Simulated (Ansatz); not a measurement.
Cost and result for the atomization energy of `OB(F)N[SiH3]` (10 atoms, 9 bonds).

Cartesian coordinates in Å:
```
O -0.785 -1.266 1.077
B 0.311 -0.463 1.174
F 1.083 -0.519 2.273
N 0.629 0.419 0.122
Si -0.263 0.612 -1.358
H -0.913 -1.828 1.844
H 1.451 0.988 0.250
H -1.653 1.064 -1.101
H -0.312 -0.654 -2.132
H 0.453 1.646 -2.149
```

The species carries charge 0 and has multiplicity 1. The geometry is a stationary point of PBE0-D4/def2-TZVP. It is one conformer, not always the lowest. Program: Ansatz. All runs use 4 threads of an AMD EPYC 7B13 on a shared host. Times are those of one run each, without the atoms' runs, and a repeat can differ threefold. Electronic energies, without spin–orbit coupling; frozen cores. CCSD(T)/CBS adds CCSD(T) − MP2 in def2-TZVPP to the MP2 limit, and its time is that of the two runs behind it. T1 = 0.012. B3LYP takes the VWN-RPA correlation (the form of Gaussian; ORCA's B3LYP/G). HSE06 is the plane-wave form, built on full-range PBE exchange.

CCSD(T)/CBS is a level of theory with its own doubt, some kJ/mol a heavy atom from the limit and from the frozen cores, so smaller differences don't rank the functionals.

```json
{"level": "revPBE-D4/def2-TZVPP", "functions": "236", "wall time": "1.4 s", "atomization (kcal/mol)": "914.8", "difference from CCSD(T)/CBS": "-13.6", "per bond": "-1.5"}
{"level": "HSE06-D4/def2-TZVPP", "functions": "236", "wall time": "2.3 s", "atomization (kcal/mol)": "922.7", "difference from CCSD(T)/CBS": "-5.7", "per bond": "-0.6"}
{"level": "r2SCAN-D4/def2-TZVPP (with forces)", "functions": "236", "wall time": "2.8 s", "atomization (kcal/mol)": "928.8", "difference from CCSD(T)/CBS": "0.4", "per bond": "0.0"}
{"level": "r2SCANh-D4/def2-TZVPP", "functions": "236", "wall time": "2.9 s", "atomization (kcal/mol)": "922.2", "difference from CCSD(T)/CBS": "-6.2", "per bond": "-0.7"}
{"level": "CCSD(T)/def2-SVP", "functions": "99", "wall time": "3.1 s", "atomization (kcal/mol)": "873.1", "difference from CCSD(T)/CBS": "-55.3", "per bond": "-6.1"}
{"level": "B3LYP-D4/def2-TZVPP (with forces)", "functions": "236", "wall time": "3.3 s", "atomization (kcal/mol)": "928.9", "difference from CCSD(T)/CBS": "0.5", "per bond": "0.1"}
{"level": "B2PLYP/def2-TZVPP", "functions": "236", "wall time": "3.5 s", "atomization (kcal/mol)": "920.6", "difference from CCSD(T)/CBS": "-7.8", "per bond": "-0.9"}
{"level": "PBE-QIDH/def2-TZVPP", "functions": "236", "wall time": "4 s", "atomization (kcal/mol)": "918.0", "difference from CCSD(T)/CBS": "-10.4", "per bond": "-1.2"}
{"level": "ωB97X-V/def2-TZVPP", "functions": "236", "wall time": "4.7 s", "atomization (kcal/mol)": "931.3", "difference from CCSD(T)/CBS": "2.9", "per bond": "0.3"}
{"level": "ωB97M-V/def2-TZVPP (with forces)", "functions": "236", "wall time": "7 s", "atomization (kcal/mol)": "932.7", "difference from CCSD(T)/CBS": "4.3", "per bond": "0.5"}
{"level": "MP2/def2-QZVPP", "functions": "448", "wall time": "14 s", "atomization (kcal/mol)": "938.7", "difference from CCSD(T)/CBS": "10.3", "per bond": "1.1"}
{"level": "CCSD(T)/def2-TZVPP", "functions": "236", "wall time": "78 s", "atomization (kcal/mol)": "902.6", "difference from CCSD(T)/CBS": "-25.8", "per bond": "-2.9"}
{"level": "CCSD(T)/CBS(def2)", "functions": "–", "wall time": "92 s", "atomization (kcal/mol)": "928.4", "difference from CCSD(T)/CBS": "0.0", "per bond": "0.0"}
```

From PBE to PBE0 (25 % exact exchange), in def2-TZVPP and without D4, the atomization energy moves by −16.8 kcal/mol: exact exchange takes away binding that semilocal exchange gives to molecules. Leaving LDA and LC-ωPBE aside and taking each functional with its dispersion term where it has one, the values, not all of them listed here, spread over 37.0 kcal/mol, from BHLYP-D4 to PBE-D4. LDA lies +122.7 kcal/mol from PBE without D4, its usual overbinding. At CCSD(T), def2-SVP lies −55.3 kcal/mol from the extrapolated value and def2-TZVPP −25.8 kcal/mol: correlation converges slowly with the basis, and small sets miss more of it in the bonded molecule than in its fragments.
